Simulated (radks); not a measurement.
Task: The table gives one normalised radial function P(r) = r R(r) of Li2+ in 5f1 (r in bohr). All-electron calculation, non-relativistic Kohn-Sham, PBEsol, spin-unpolarised, spherical densities, point nucleus; without spin polarisation the odd electron is poorly described. Program: a radial shooting solver on a logarithmic mesh with Libxc functionals.

r,P
0.0345,0.0000
0.04386,0.0000
0.05576,0.0000
0.07088,0.0000
0.09011,0.0000
0.1146,0.0000
0.1456,0.0000
0.1851,0.0000
0.2353,0.0001
0.2992,0.0002
0.3803,0.0004
0.4835,0.0010
0.6146,0.0025
0.7814,0.0057
0.9933,0.0126
1.263,0.0268
1.605,0.0537
2.041,0.0997
2.594,0.1671
3.298,0.2369
4.192,0.2652
5.33,0.1829
6.775,-0.0155
8.613,-0.2586
10.95,-0.3800
13.92,-0.2758
17.69,-0.0998
22.49,-0.0179
28.6,-0.0014

Which n and l does it have? It may be an empty orbital.

Result: n = 5, l = 3: the number of nodes gives n - l - 1 = 1, the rise at small r (about r^(l+1)) gives l, and the extent must fit the shell. The curve is that of 5f. 5f: eigenvalue -4.203 eV, 1 radial node at r = 6.67 bohr, <r> = 10.4 bohr, 90 % of the charge inside 14.6 bohr.
